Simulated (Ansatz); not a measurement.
Total energies of BiH2(iPr) (C₃H₉Bi) from Ansatz at r2SCAN-D4/def2-TZVP, gas phase (1 Eh = 27.2114 eV = 2625.5 kJ/mol). The reference geometry is relaxed at PBE0-D4/def2-SVP.

| state | geometry | energy (Eh) |
| --- | --- | --- |
| charge 0 singlet | reference | -334.41045 |
| charge 1 doublet | reference | -334.09684 |
| free Bi atom (quartet) | – | -214.71773 |
| free H atom (doublet) | – | -0.49993 |
| free C atom (triplet) | – | -37.83292 |

In the def2 sets Bi takes a core potential; there is no spin–orbit coupling.

(1) Work out the vertical ionisation energy to the doublet.

(2) What is the binding energy per atom against free atoms?

(1) E(charge 1 doublet) − E(charge 0 singlet) = -334.09684 − (-334.41045) = 0.31361 Eh = 8.53 eV. For comparison, −ε of the highest occupied level is 5.98 eV at this level, 2.55 eV less.

(2) Atoms: 1 × (-214.71773) + 9 × (-0.49993) + 3 × (-37.83292) = -332.71586 Eh. Binding: -332.71586 − (-334.41045) = 1.69459 Eh = 46.11 eV, or 3.55 eV for each of 13 atoms (no zero-point energy, no counterpoise term).
